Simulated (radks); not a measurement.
The numbers below are computed, except where a source is named.
Se4+, 30 electrons, occupied as [Ar] 3d10 4s2.

Level of theory: Dirac Kohn-Sham, PBE, spin-unpolarised, spherical densities, finite nucleus; Fermi nuclear charge, rms radius 4.14 fm (a radial shooting solver on a logarithmic mesh with Libxc functionals).

Energy parts (eV):
total: -66021.941
kinetic: 67608.471
electron-nucleus: -157869.092
Hartree: 26592.537
exchange-correlation: -2353.856

Orbitals (lengths in bohr, moments of r in powers of bohr):
orbital  occ.  eigenvalue (eV)      <r>  small-component weight
1s1/2       2        -12553.64  0.04408                1.52e-02
2s1/2       2        -1658.388   0.1957                2.98e-03
2p1/2       2        -1493.187   0.1685                2.97e-03
2p3/2       4        -1451.410   0.1723                2.91e-03
3s1/2       2        -264.8252   0.5734                7.07e-04
3p1/2       2        -208.2733   0.5814                6.56e-04
3p3/2       4        -202.3847   0.5918                6.38e-04
3d3/2       4        -104.8218   0.6212                5.18e-04
3d5/2       6        -103.9167   0.6252                5.13e-04
4s1/2       2         -61.7140    1.590                1.28e-04
4p1/2       0         -48.5230    1.780                1.05e-04
4p3/2       0         -47.8487    1.803                1.03e-04
5s1/2       0         -25.9788    3.330                4.65e-05

The highest occupied level is 4s1/2 at -61.714 eV. Summed over all electrons, <r^2> = 14.04 bohr^2, which gives a Langevin (diamagnetic) susceptibility term of -11.1 x 10^-6 cm^3/mol. For comparison, the ionisation energy in NIST's Atomic Spectra Database is 68.3 eV (semi-empirical). In exact Kohn-Sham theory the highest level is minus the ionisation energy, but local and semilocal functionals leave it too shallow, through self-interaction and a potential that decays too fast; potentials with the right tail come closer. The electron density at the nucleus is 3.978e+04 e/bohr^3. The density falls to 0.001 e/bohr^3 at r = 2.93 bohr.
